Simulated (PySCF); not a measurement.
**SbO and its ions**

PBE0; PySCF, scalar-relativistic core potentials, basis sets Sb def2-TZVPPD with ECP28, O def2-TZVPPD. Neutral (UKS): doublet (π ↑), Re = 1.806 Å, ωe = 878 cm⁻¹, De = 3.93 eV, HOMO -5.69 eV, LUMO -3.69 eV.

SbO⁺ (UKS): singlet (closed shell), Re = 1.753 Å, ωe = 998 cm⁻¹, De = 4.95 eV to Sb⁺ + O. The energies at the minima are -315.38667 hartree for SbO and -315.09181 for SbO⁺.

Task: Work out the adiabatic ionisation energy, without and with harmonic zero-point energies (1 hartree = 27.2114 eV, 1 eV = 8065.5 cm⁻¹), and the change of the bond length.

Result: At PBE0: 0.29486 hartree = 8.024 eV between the minima; the zero-point term (998.0 − 878.0)/2 cm⁻¹ = +0.007 eV makes it 8.031 eV. Re changes by -5.3 pm against the neutral. The electron leaves a π orbital; in so polar a molecule the change of length follows mostly from the change of the ionic charges.

SbO⁻ (UKS): triplet (π ↑↑), Re = 1.871 Å, ωe = 754 cm⁻¹, De = 4.23 eV to Sb + O⁻. The energies at the minima are -315.38667 hartree for SbO and -315.44865 for SbO⁻.

Task: Work out the adiabatic electron affinity, without and with harmonic zero-point energies (1 hartree = 27.2114 eV, 1 eV = 8065.5 cm⁻¹), and the change of the bond length.

Result: At PBE0: 0.06198 hartree = 1.687 eV between the minima; the zero-point term (878.0 − 754.0)/2 cm⁻¹ = +0.008 eV makes it 1.694 eV. Re changes by +6.5 pm against the neutral. The electron enters a π orbital; the charge polarises the partner, so the anion is bound more strongly.

These are scalar-relativistic numbers at best; spin–orbit coupling would shift them, the dissociation energy most. For an ion De counts to the pair picked by the measured ionisation energies or electron affinities, which need not be the lowest pair at this level. The highest Kohn–Sham level is positive in this anion. Much of that is self-interaction error, but it also means that the finite basis helps to hold the extra electron. States were picked by a PBE0 search and need not be the measured ground states.
